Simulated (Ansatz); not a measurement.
Reaction (ligand exchange at the Al–O bond): `[OH][Al]([SH])[SH]` + H–F → `[F][Al]([SH])[SH]` + H₂O

Computed with Ansatz on PBE0-D4/def2-TZVP structures; ΔE is electronic, products minus reactants. CCSD(T)/CBS is the MP2 limit (def2-TZVPP, def2-QZVPP) plus CCSD(T) − MP2 in def2-TZVPP, frozen cores. This one scheme is used for every species. Functionals use def2-TZVPP. One conformer a species, not always the lowest.

Is it downhill or uphill in electronic energy at CCSD(T)/CBS, and by how much? (An estimate is asked.)

Computed: Downhill: ΔE = -11.6 kcal/mol.

What do these levels give: PBE0, r2SCANh, SCS-MP2/def2-TZVPP, MP2/def2-QZVPP, SCS-MP2/def2-QZVPP, HF/CBS(def2)? (Best estimate.)

The calculation gave: PBE0 -11.7, r2SCANh -12.0, SCS-MP2/def2-TZVPP -11.3, MP2/def2-QZVPP -11.2, SCS-MP2/def2-QZVPP -11.7, HF/CBS(def2) -13.0 kcal/mol.

Largest T1 diagnostic among the species: 0.012.

In def2-TZVPP, CCSD(T) changes the Hartree–Fock value by +1.4 kcal/mol (the triples alone add +0.3 kcal/mol) and MP2 by +1.8 kcal/mol. Leaving LDA and LC-ωPBE aside and taking each functional with its dispersion term where it has one, the values, not all of them listed here, spread over 1.6 kcal/mol, from B97M-V to PBE-QIDH. LDA lies +1.2 kcal/mol from PBE without D4.
